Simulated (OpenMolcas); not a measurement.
Tb3+: moving or changing the point charges

Tb3+ among 8 point charges of -1 e arranged as a hexagonal bipyramid (D6h), 2.63 Å from the ion, with the axial distance 2.604 Å.
```
   2.6300    0.0000    0.0000  -1.00
   1.3150    2.2776    0.0000  -1.00
  -1.3150    2.2776    0.0000  -1.00
  -2.6300    0.0000    0.0000  -1.00
  -1.3150   -2.2776    0.0000  -1.00
   1.3150   -2.2776    0.0000  -1.00
   0.0000    0.0000    2.6037  -1.00
   0.0000    0.0000   -2.6037  -1.00
```

```json
{
  "Program": "OpenMolcas",
  "Method": "CASSCF",
  "Basis": "ANO-RCC-VDZP [7s6p4d2f1g]",
  "Scalar Hamiltonian": "DKH2, point nucleus",
  "Active space": "8 electrons in 7 orbitals (4f)",
  "State averaging": "2S+1 = 7 even, 7 roots; 2S+1 = 5 even, 62 roots kept (CI in the orbitals of an earlier block); 2S+1 = 3 even, 1 root kept (CI in the orbitals of an earlier block, 0 in the spin-orbit step)",
  "Spin-orbit coupling": "RASSI with atomic mean-field integrals over the reference wave functions"
}
```

Runs around this geometry, states. Energies in cm-1 above the lowest state or level, χT in cm3 K/mol.

```csv
R (Å),q (e),Ground state,First state of that spin,First gap with spin-orbit (degeneracies),Width of lowest J,χT at 300 K
2.63,-0.5,2S+1 = 7,16.6,"1.9 (1, 2)",296,11.774
2.63,-1,2S+1 = 7,33.1,"3.6 (1, 2)",591,11.737
2.75,-1,2S+1 = 7,21.1,"4.0 (1, 2)",516,11.747
3.04,-1,2S+1 = 7,4.2,"4.3 (1, 2)",382,11.764
```

Taking the width of the lowest J multiplet as R^-n, n = -ln(382 / 591) / ln(3.04 / 2.63) = 3.0 between the shortest and longest distance.

Scaling the charges by -0.5 / -1 = 0.50 scales the width of the lowest J multiplet by 296 / 591 = 0.50; with fixed orbitals a first-order splitting would follow the charge.

High states are left out of the spin-orbit mixing, which shifts the levels that they would mix with. This is an electrostatic model: the charges have no orbitals. An unlabelled pair can be two single states that coincide in this model. A group larger than the point group allows holds several states that coincide in this model. No measured value stands beside these numbers.

A state without a sure symmetry label is named by its multiplicity alone.
